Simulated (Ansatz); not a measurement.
One change: `SB1N[SiH2]1` becomes `OB1N[SiH2]1`.

Ansatz, PBE0-D4/def2-TZVP geometries, multiplicity 1. Each molecule was computed in one conformer, which needn't be the lowest.

```json
{"property": "HOMO–LUMO gap (PBE/def2-TZVPP) / eV", "`SB1N[SiH2]1`": "4.98"}
{"property": "size of the dipole moment (PBE/def2-TZVPP) / D", "`SB1N[SiH2]1`": "1.96"}
{"property": "LUMO energy (B3LYP/def2-TZVPP) / eV", "`SB1N[SiH2]1`": "-0.55"}
{"property": "HOMO energy (PBE/def2-TZVPP) / eV", "`SB1N[SiH2]1`": "-6.14"}
{"property": "ideal-gas entropy at 298 K and 1 bar (rigid rotor, harmonic PBE0-D4/def2-TZVP) / J/(mol·K)", "`SB1N[SiH2]1`": "308"}
{"property": "HOMO–LUMO gap (PBE0/def2-TZVPP) / eV", "`SB1N[SiH2]1`": "6.91"}
```

Q: Give the same properties after the change, and the shifts. (An estimate is asked.)

A: Computed: 
```tsv
property	`OB1N[SiH2]1`	shift
HOMO–LUMO gap (PBE/def2-TZVPP) / eV	4.82	-0.16
size of the dipole moment (PBE/def2-TZVPP) / D	2.43	0.47
LUMO energy (B3LYP/def2-TZVPP) / eV	-0.52	0.03
HOMO energy (PBE/def2-TZVPP) / eV	-5.93	0.21
ideal-gas entropy at 298 K and 1 bar (rigid rotor, harmonic PBE0-D4/def2-TZVP) / J/(mol·K)	292	-16
HOMO–LUMO gap (PBE0/def2-TZVPP) / eV	6.78	-0.13
```

With PBE0 the HOMO rises by 0.19 eV and the LUMO rises by 0.06 eV, so the gap narrows by about 0.13 eV. PBE moves the HOMO by 0.21 eV and ωB97M-V by 0.15 eV. Dipoles are sizes alone; their direction can turn.

B3LYP here is the variant with VWN-RPA as its local correlation; programs differ in this.
